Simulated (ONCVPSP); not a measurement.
## Configuration tests for Ru (ONCV)

ruthenium (Ru), optimised norm-conserving Vanderbilt (ONCV), made with ONCVPSP 4.0.1 (PBEsol, fully relativistic). Core [Ar] 3d10, reference 4s2 4p6 4d7 5s0.5 (charge +0.5). Waves: 4s+5s: rc 1.75 bohr, ncon 4, nbas 8, qcut 8.1 1/bohr, 3 projectors, debl 3.3 Ha; 4p: rc 1.70 bohr, ncon 4, nbas 7, qcut 8 1/bohr, 2 projectors, debl 3.8 Ha; 4d: rc 1.85 bohr, ncon 4, nbas 9, qcut 6.8 1/bohr, 2 projectors, debl 3 Ha. Local part: polynomial inside 1.45 bohr (lpopt 5, dvloc0 3 Ha). Core correction: Teter function fitted to the true core (icmod 2), fcfact 0.4.

Open shells are filled in proportion to 2j + 1.

Energies are relative to the spin-unpolarised reference configuration 4s2 4p6 4d7 5s0.5; without spin polarisation the order of configurations can differ from experiment.

```json
{"valence configuration": "4s2 4p6 4d7 5s1", "charge": "0", "ΔE all-electron (eV)": "-2.876", "error AE − PS (meV)": "0.0"}
{"valence configuration": "4s2 4p6 4d7 5s0", "charge": "+1", "ΔE all-electron (eV)": "4.425", "error AE − PS (meV)": "0.0"}
{"valence configuration": "4s2 4p6 4d6 5s0", "charge": "+2", "ΔE all-electron (eV)": "22.610", "error AE − PS (meV)": "+1.4"}
{"valence configuration": "4s2 4p6 4d7.5 5s0.5", "charge": "0", "ΔE all-electron (eV)": "-3.189", "error AE − PS (meV)": "0.0"}
```
